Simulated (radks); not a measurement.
Task: The hafnium ion Hf+ is in [Xe] 4f14 5d(3/2: 1, 5/2: 0) 6s2. Method: Dirac Kohn-Sham, relativistic LDA (MacDonald-Vosko exchange, VWN5 correlation), spin-unpolarised, spherical densities, finite nucleus; Fermi nuclear charge, rms radius of each element as measured or else 0.836 A^(1/3) + 0.57 fm; computed with a radial shooting solver on a logarithmic mesh with Libxc functionals. Sub-shells are occupied by j as written (lower j first in brackets). One electron is removed from 4f7/2, 4f5/2, 5d3/2, 6s1/2 in turn, with full relaxation. Which removal costs least, and what does each cost?

Result: 6s1/2 15.419 eV; 5d3/2 16.132 eV; 4f7/2 35.469 eV; 4f5/2 37.305 eV. The 6s1/2 electron leaves first.
